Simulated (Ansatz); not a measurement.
Program: Ansatz 0.2.0.

A structure relaxed at PBE0-D4/def2-TZVP, charge 0, multiplicity 1:

```csv
atom,x (Å),y (Å),z (Å)
C1,-1.0758,-1.5863,-0.3351
Sn2,0.7516,-0.4653,-0.3618
Si3,0.4039,1.8733,0.6468
F4,-0.7482,2.6329,-0.1818
H5,-0.9131,-2.5659,-0.7844
H6,-1.8421,-1.0562,-0.9003
H7,-1.4164,-1.7167,0.6920
H8,1.9416,-1.2959,0.5485
H9,1.3185,-0.3367,-1.9710
H10,1.6278,2.7153,0.5845
H11,-0.0477,1.8014,2.0626
```

Give its formula and SMILES.

CH7FSiSn, `[CH3][SnH2][SiH2]F`.

Summarise the bond lengths by kind.

1 × C–Sn 2.144 Å; 3 × C–H 1.090 Å; 1 × Si–Sn 2.570 Å; 2 × H–Sn 1.711 to 1.713 Å; 1 × F–Si 1.610 Å; 2 × H–Si 1.487 to 1.488 Å.
